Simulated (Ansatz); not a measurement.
This geometry of AlFH$_{3}$Sb (6 atoms, charge 0, multiplicity 1) is a first-order saddle point.

Theory: RKS LDA/def2-SVP (Ansatz).

```xyz
6
Properties=species:S:1:pos:R:3
F -1.265 -1.776 1.268
Al -0.534 -1.197 -0.107
Sb 0.492 1.038 0.060
H -0.491 -2.024 -1.456
H 1.286 1.825 -1.196
H 0.554 2.070 1.385
```

(1) Which two structures does it join? (They come from a converged band through this point; their orientation in space is the band's.)

(2) How far does it lie above each of them?

Answers

(1) No bond is made or broken. The height of Sb3 over the plane of its neighbours goes from 1.14 to -1.14 Å. The two ends are copies of one structure, up to a mirror image or an exchange of like atoms.

First end point:

```xyz
6
Properties=species:S:1:pos:R:3
F -1.152 -1.587 1.248
Al -0.309 -1.013 -0.072
Sb 1.312 0.999 0.328
H -0.562 -1.818 -1.431
H 0.780 1.578 -1.213
H -0.026 1.777 1.094
```

Last end point:

```xyz
6
Properties=species:S:1:pos:R:3
F -1.132 -1.593 1.256
Al -0.526 -0.910 -0.139
Sb -0.085 1.668 -0.098
H -0.343 -1.923 -1.362
H 1.317 1.328 -1.051
H 0.811 1.367 1.348
```

(2) 91.5 kJ/mol above the first and 91.5 kJ/mol above the second. This is the barrier of this one path; another mechanism may lie lower.

The run took 62 s on 1 CPU thread of a shared host.
